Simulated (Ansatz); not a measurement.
Correlation energies of F$_{2}$H$_{5}$NO$_{2}$Si$_{2}$, SMILES `O[SiH2]N[Si](O)(F)F` by basis set

```
atom   x (Å)   y (Å)   z (Å)
  O1   0.350  -1.954  -0.492
 Si2   1.471  -0.892   0.041
  N3   0.700   0.652   0.257
 Si4  -0.939   1.027   0.294
  O5  -1.719   0.105  -0.799
  F6  -1.648   0.804   1.694
  F7  -1.114   2.570  -0.009
  H8  -0.366  -1.585  -1.020
  H9   2.006  -1.448   1.306
 H10   2.596  -0.680  -0.909
 H11   1.319   1.451   0.299
 H12  -2.656  -0.051  -0.663
```

Total charge 0; spin multiplicity 1. All single points use the PBE0-D4/def2-TZVP geometry. It is one conformer, not always the lowest. Frozen core, restricted reference, the Gaussian-basis code of Ansatz. CBS rows extrapolate triple and quadruple zeta; past MP2 they add the triple-zeta difference.

```json
{"basis": "def2-TZVPP", "HF (Eh)": "-984.37758", "MP2 corr.": "?", "CCSD corr.": "?", "(T)": "-0.04757", "CCSD(T) total": "?"}
{"basis": "def2-QZVPP", "HF (Eh)": "?", "MP2 corr.": "-1.54077", "CCSD corr.": "–", "(T)": "–", "CCSD(T) total": "–"}
{"basis": "CBS(def2)", "HF (Eh)": "-984.42223", "MP2 corr.": "-1.63205", "CCSD corr.": "?", "(T)": "as TZ", "CCSD(T) total": "?"}
```

(1) Fill in the withheld values. (Best estimate.)

## Answers

(1) Computed: def2-TZVPP MP2 corr.: -1.41754; def2-TZVPP CCSD corr.: -1.44300; def2-TZVPP CCSD(T) total: -985.86815; def2-QZVPP HF (Eh): -984.41682; CBS(def2) CCSD corr.: -1.65750; CBS(def2) CCSD(T) total: -986.12730.
